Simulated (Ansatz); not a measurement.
Reaction (substitution at a C–C bond): `CC(C)CO` + `O[SiH3]` → `CC(C)O[SiH3]` + CH₃OH

Isolated molecules relaxed with PBE0-D4/def2-TZVP in Ansatz; ΔE leaves out vibrations. CCSD(T)/CBS is the MP2 limit (def2-TZVPP, def2-QZVPP) plus CCSD(T) − MP2 in def2-TZVPP, frozen cores. This one scheme is used for every species. DFT in def2-TZVPP. B3LYP here is the variant with VWN-RPA as its local correlation; programs differ in this. Each species was taken in one conformer, which may not be the lowest.

| level | ΔE (kJ/mol) | difference from CCSD(T)/CBS |
| --- | --- | --- |
| PBE-D4 | 40.9 | -4.9 |
| r2SCAN-D4 | 41.6 | -4.2 |
| B3LYP-D4 | 34.8 | -11.0 |
| ωB97X-V | 40.1 | -5.7 |
| B2PLYP | 40.6 | -5.2 |
| PBE | 41.8 | -4.0 |
| HF/def2-TZVPP | 32.2 | -13.6 |
| HF/def2-QZVPP | 31.6 | -14.2 |
| MP2/CBS(def2) | 51.1 | 5.3 |
| CCSD/CBS(def2) | 44.9 | -0.9 |
| CCSD(T)/CBS | 45.8 | 0 |

Largest T1 diagnostic among the species: 0.011.

In def2-TZVPP, CCSD(T) changes the Hartree–Fock value by +12.9 kJ/mol (the triples alone add +0.8 kJ/mol) and MP2 by +18.3 kJ/mol.
